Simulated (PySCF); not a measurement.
Species: C5H9F3P2.
Bonds: C1–P2, P2–C3, C3–C4, C4–P5, P2–C6, C6–F7, C6–C8 (double), C8–F9, C8–F10. Hydrogens: H11, H12, H13 on C1; H14, H15 on C3; H16, H17 on C4; H18, H19 on P5.

Level: PBE0/pcSseg-1 in PySCF, non-relativistic, on one gas-phase PBE0-D3(BJ)/def2-SVP geometry that isn't relaxed in the solvent. The solvent is an IEF-PCM continuum (van der Waals radii × 1.2). Specific hydrogen bonds and non-electrostatic terms are outside this model.

Gas phase at PBE0/pcSseg-1: HOMO -7.11 eV, LUMO -0.09 eV, dipole 1.02 D.

Problem. What does the continuum do to the energy, the frontier levels and the dipole at PBE0/pcSseg-1 in chloroform and water?

Solution. 
```csv
solvent,ε,E(solvent) − E(gas) (kcal/mol),polarisation term (kcal/mol),distortion of the solute (kcal/mol),HOMO (eV),LUMO (eV),dipole (D)
chloroform,4.711,-3.17,-3.47,0.30,-7.01,0.04,1.34
water,78.36,-4.60,-5.24,0.64,-7.00,0.08,1.51
```

Polarisation term: ½ Σ q·V over the induced surface charges. Distortion: the rise of the solute's own energy as its density leaves the gas-phase optimum. From chloroform to water the lowering changes by a factor 1.45, Onsager's factor (ε − 1)/(2ε + 1) by 1.38 and ε itself by 16.6.

Problem. Which radius a makes the point-dipole formula ΔE = −[(ε − 1)/(2ε + 1)]·μ²/a³ give the value in water, with the gas-phase dipole?

Solution. μ = 0.401 au and |ΔE| = 0.00734 Eh give a = 1.17 Å; the farthest nucleus lies 4.34 Å from the centroid of the nuclei, so such a sphere wouldn't even hold the nuclei. The formula assumes a rigid point dipole at the centre of a sphere.

Problem. Which Hirshfeld charges (PBE0/pcSseg-1) respond most in chloroform (means over atoms taken as equivalent)?

Solution. 
| atoms | environment | gas (e) | solvent (e) | change |
| --- | --- | --- | --- | --- |
| P5 | phosphine phosphorus | +0.064 | +0.048 | -0.016 |
| P2 | phosphine phosphorus | +0.147 | +0.138 | -0.009 |
| F7 | vinyl fluorine | -0.079 | -0.083 | -0.004 |
| H16/H17 | methylene hydrogen | +0.042 | +0.046 | +0.004 |
| F9 | vinyl fluorine | -0.057 | -0.061 | -0.004 |
| F10 | vinyl fluorine | -0.052 | -0.056 | -0.004 |
| C4 | sp3 carbon bound to phosphorus | -0.109 | -0.106 | +0.003 |
| H14/H15 | methylene hydrogen | +0.035 | +0.038 | +0.003 |
| H11/H12/H13 | methyl hydrogen | +0.043 | +0.046 | +0.003 |
| C3 | sp3 carbon bound to phosphorus | -0.117 | -0.114 | +0.003 |
| H18/H19 | P–H hydrogen | -0.018 | -0.016 | +0.002 |
| C6 | vinylic C–F carbon | -0.026 | -0.025 | +0.001 |

Conformer computed: `[CH3:1][P:2]([CH2:3][CH2:4][PH2:5])[C:6]([F:7])=[C:8]([F:9])[F:10]`: C1–P2–C3–C4 66°, P2–C3–C4–P5 58°, C1–P2–C6–F7 50°, H–P5–C4–C3 43°, H–P5–C4–C3 -51°.
